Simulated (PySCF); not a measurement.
PySCF 2.14 output of a UHF calculation on a single atom or ion in aug-cc-pVDZ-PP with ECP28MDF (5s5p4d2f, 54 functions), with a scalar-relativistic core potential:

```
SCF conv_tol = 1e-09
number electrons alpha = 9  beta = 4
cycle= 1 E= -67.1142919538454  delta_E= -2e-11  |g|= 1.98e-06  |ddm|= 1.96e-05
converged SCF energy = -67.1142919538454  <S^2> = 8.7517409  2S+1 = 6.0005803
```

The run itself started from symmetry-adapted Hartree-Fock orbitals and held the occupation by maximum overlap, so the iterations belong to that start.

Question: Which element, charge and spin multiplicity is this?

Answer: Mo⁺ (molybdenum, charge +1), multiplicity 6; the state was [Kr] 4d5, high-spin 6S determinant.

Energies and moments cover only the electrons outside the core potential.
